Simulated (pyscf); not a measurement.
•H₂C–CH₂–SiH₃ → H₃C–CH₂–SiH₂•, a hydrogen shift (doublet surface; H–Si broken, C–H formed). Single points on ωB97X-D3(BJ)/def2-SVP structures (PySCF, gas phase). MP2 and CC: frozen core, UHF for open shells. ΔMP2 is the change of the MP2 total energy from the triple- to the quadruple-zeta basis. Energies in kJ/mol from the reactant's lowest minimum found.

AM1 to PM7: differences of heats of formation from MOPAC. Open shells are spin-unrestricted. 

**Question.** In single points PM7 puts the saddle at 133.1 kJ/mol and the reaction energy at -37.8 kJ/mol. Should these be trusted to within a few kcal/mol? Compare with CCSD(T)/def2-TZVPP + ΔMP2(QZVPP).

**Answer.** CCSD(T)/def2-TZVPP + ΔMP2(QZVPP) gives ΔE‡ = 133.2 kJ/mol and ΔE = -38.7 kJ/mol. PM7 lies 0.0 kJ/mol under it in the barrier and 1.0 kJ/mol over it in the reaction energy, so on this step it holds to within 12.6 kJ/mol. CCSD(T)/def2-TZVPP + ΔMP2(QZVPP) has limits of its own. •H₂C–CH₂–SiH₃ lies 83.9 kJ/mol over its isomer H₃C–SiH•–CH₃ (electronic energy, ωB97M-D3(BJ)). H₃C–CH₂–SiH₂• lies 48.9 kJ/mol over its isomer H₃C–SiH•–CH₃ (electronic energy, ωB97M-D3(BJ)). One saddle was located; it need not be the lowest between these sides. The CCSD(T) − MP2 part came from Ansatz, without density fitting, on the same reference.
